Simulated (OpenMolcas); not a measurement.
Computed levels of 5d3 in ions with 71 electrons, in cm-1 above 4F 3/2.

```json
{
  "Program": "OpenMolcas",
  "Method": "SS-RASPT2, IPEA 0.25 Eh, imaginary shift 0.1 Eh",
  "Basis": "ANO-RCC-VTZP",
  "Scalar Hamiltonian": "DKH2, point nucleus",
  "Spin-orbit coupling": "state interaction with AMFI integrals over the reference wave functions, term energies averaged over their components"
}
```

Active space for each ion: 9 electrons in 8 orbitals (RAS1 5p, at most 2 holes; RAS2 5d); closed shells correlated by CASPT2: 5s.

```csv
Level,Ta2+,W3+,Os5+,Ir6+,Pt7+
4F 5/2,2730,3860,6800,8770,10830
4F 7/2,5300,7290,12050,15020,18010
2P 1/2,9890,19410,30000,35720,41570
2G 7/2,12950,16530,23950,28510,33220
4P 5/2,14840,18440,25970,30260,34770
4P 1/2,15240,12120,17480,20160,23010
2H 11/2,19220,23920,33520,39250,45190
2D 5/2(1),19510,25200,36410,42720,49170
2F 7/2,25210,31140,42300,48400,54830
```

Problem. Estimate 4F 7/2, 2P 1/2, 2G 7/2 for Re4+ from its neighbours W3+ and Os5+.

Solution. 4F 7/2 is fine structure, which grows about as the fourth power of a screened charge, so the fourth roots are averaged: ((7290^0.25 + 12050^0.25) / 2)^4 = 9447. The calculation gives 9460, so the estimate is off by -0.1 %; the measured value is 8973 (the list in Brasseur, Gamrath and Quinet, At. Data Nucl. Data Tables 157, 101636 (2024)).
2P 1/2 is another term, which grows about linearly with the charge: (19410 + 30000) / 2 = 24705. The calculation gives 24750, so the estimate is off by -0.2 %; the measured value is 23669 (the list in Brasseur, Gamrath and Quinet, At. Data Nucl. Data Tables 157, 101636 (2024)).
2G 7/2 is another term, which grows about linearly with the charge: (16530 + 23950) / 2 = 20240. The calculation gives 20130, so the estimate is off by +0.5 %; the measured value is 19013 (the list in Brasseur, Gamrath and Quinet, At. Data Nucl. Data Tables 157, 101636 (2024)).

Mixed levels, with the weight of the term that names them: Ta2+ 2P 1/2 (53 %), Ta2+ 4P 1/2 (53 %), W3+ 2P 1/2 (52 %), W3+ 4P 1/2 (52 %), Re4+ 2P 1/2 (64 %), Re4+ 4P 1/2 (64 %), Os5+ 2P 1/2 (66 %), Os5+ 4P 1/2 (66 %), Ir6+ 2P 1/2 (67 %), Ir6+ 4P 1/2 (67 %), Pt7+ 4F 3/2 (75 %), Pt7+ 2P 1/2 (67 %), Pt7+ 2G 7/2 (73 %), Pt7+ 4P 1/2 (67 %).

CASPT2 breaks the degeneracy within a term, and the mean is taken; among the terms shown or strongly mixed into the levels shown the widest spread is 330 cm-1 (5d3 2F, Ta2+). Over all roots computed the reference weight is 0.91 to 0.97 in W3+; the roots of lowest weight are the least certain, and an intruder state may touch them. Active for correlation alone: 5p; no level in the range computed is led by a configuration that opens it, so any true level of that kind is missing. The CASPT2 spread within a term exceeds the gap to the next term for 5d3 2G and 5d3 4P, so the order of their levels is uncertain (figures for Ta2+; the like holds for W3+). Measured partners are found by configuration, term and J. A level has none where our copy of the source lacks it or the pairing is in doubt (some pairs that miss far off the trend of their configuration count as doubtful), and it then counts in no deviation. Levels of configurations outside the active space are missing.

A number in round brackets counts repeated terms of one configuration in the order of the reference energies.
